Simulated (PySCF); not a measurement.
A calculated (M06-L, PySCF 2.14, 6-31G*, no relativity, point nucleus) atom or ion has these occupied shells.

| shell | electrons | orbital energy (eV) | rms radius, mean of both spins (bohr) |
| --- | --- | --- | --- |
| 1s α | 1 | -593.58 | 0.230 |
| 1s β | 1 | -592.45 | 0.230 |
| 2s α | 1 | -80.773 | 1.07 |
| 2s β | 1 | -78.186 | 1.07 |
| 2p α | 1 | -67.624 | 1.00 |

(1) Name the element and its charge.

Answers

(1) O³⁺ (oxygen, charge +3), in [He] 2s2 2p1, 2P determinant.
